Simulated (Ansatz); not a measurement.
Basis sets compared for Si(SiH3)4 (Si₅H₁₂). Total charge 0; singlet. Geometry PBE-D4/def2-SVP. Ansatz on 2 threads of AMD EPYC 7R13 on a shared host; times are rough, and most runs start from earlier orbitals.

```tsv
atom	x (Å)	y (Å)	z (Å)
Si1	-0.002	0.001	0.000
Si2	-0.887	-0.322	-2.153
H3	-1.334	0.994	-2.734
H4	-2.070	-1.252	-2.096
H5	0.156	-0.921	-3.060
Si6	1.826	1.474	-0.119
H7	2.422	1.677	1.249
H8	1.385	2.810	-0.657
H9	2.886	0.912	-1.030
Si10	0.715	-2.061	0.870
H11	-0.436	-3.030	0.931
H12	1.264	-1.875	2.261
H13	1.795	-2.647	-0.001
Si14	-1.655	0.909	1.402
H15	-2.141	2.224	0.851
H16	-1.098	1.139	2.782
H17	-2.825	-0.034	1.504
```

Binding counts from free atoms (Si triplet, H doublet) in the same basis, without a counterpoise term.

| level | functions | energy (Eh) | HOMO (eV) | LUMO (eV) | binding per atom (eV) | wall time |
| --- | --- | --- | --- | --- | --- | --- |
| HF/def2-TZVP | 257 | -1451.6891 | -10.46 | 2.69 | 2.30 | 5.5 s |
| PBE-D4/def2-SVP | 150 | -1453.4480 | -6.97 | -0.93 | 2.95 | 2.4 s |
| PBE-D4/def2-TZVP | 257 | -1453.9563 | -6.96 | -1.18 | 2.96 | 4.9 s |
| PBE0-D4/def2-SVP | 150 | -1453.6083 | -8.07 | -0.18 | 2.95 | 3.6 s |
| PBE0-D4/def2-TZVP (with forces) | 257 | -1454.1105 | -8.01 | -0.40 | 2.96 | 12 s |

Estimate the rows for HF/def2-TZVPD, PBE-D4/def2-TZVPD, PBE0-D4/def2-TZVPD.


| level | functions | energy (Eh) | HOMO (eV) | LUMO (eV) | binding per atom (eV) | wall time |
| --- | --- | --- | --- | --- | --- | --- |
| HF/def2-TZVPD | 323 | -1451.6900 | -10.45 | 1.62 | 2.30 | 1.5 s |
| PBE-D4/def2-TZVPD | 323 | -1453.9574 | -6.97 | -1.22 | 2.96 | 1.7 s |
| PBE0-D4/def2-TZVPD | 323 | -1454.1114 | -8.01 | -0.45 | 2.96 | 1.5 s |
